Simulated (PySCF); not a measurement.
## Correlation energy of Br⁺ (bromine, charge +1)

[Ar] 3d10 4s1 4p5, high-spin 3P determinant (an excited configuration). Calculation: PySCF 2.14, in x2c-QZVPPall; scalar relativity by spin-free X2C-1e. Frozen: [Ar] 3d10; 6 electrons correlated.

MP2 pair energies summed by pair of shells (mhartree):

| pair | energy | share (%) |
| --- | --- | --- |
| 4p-4p | -136.16 | 88.0 |
| 4s-4p | -18.62 | 12.0 |

Total MP2 correlation energy: -154.78 mhartree.

Same-spin part -27.85 and opposite-spin part -126.93 mhartree; SCS-MP2 scales them by 1/3 and 6/5 to -161.60 mhartree.
